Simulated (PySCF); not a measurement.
C4H7NO, SMILES C/N=C(\C)C=O.

The structure is a stationary point at ωB97X-D3(BJ)/def2-SVP. The structure was generated by enumeration; whether it is a known compound was not checked. The values are those of a single conformer.

Two levels are set side by side: TDDFT-PBE/def2-SVPD (PySCF) and TDDFT-LC-ωPBE/def2-SVPD (PySCF). Vertical, same geometry. The lowest singlet is HOMO→LUMO 100 % with PBE and HOMO→LUMO 85 % with the other functional; states are paired by order. Differences are taken from unrounded values.

```csv
quantity,TDDFT-LC-ωPBE
lowest singlet excitation (eV),3.68
lowest triplet excitation (TDA) (eV),3.04
first bright state (f over 0.05) (eV),6.80
its oscillator strength,0.39
```

Question: What does TDDFT-PBE give, and how far is it from TDDFT-LC-ωPBE? (An estimate is asked for; the answer gives what the named calculation found.)

Answer: 
```
quantity                               TDDFT-PBE  TDDFT-PBE minus TDDFT-LC-ωPBE
-------------------------------------  ---------  -----------------------------
lowest singlet excitation (eV)              2.99                          -0.69
lowest triplet excitation (TDA) (eV)        2.47                          -0.57
first bright state (f over 0.05) (eV)       5.67                          -1.12
its oscillator strength                     0.24                          -0.15
```

A lower first singlet is the usual sign of a functional without exact exchange. Differences between two approximate levels are no errors against the true value.

Rough cost on one machine, each run with all the roots and properties that it gave: TDDFT-LC-ωPBE against TDDFT-PBE about 6 times.
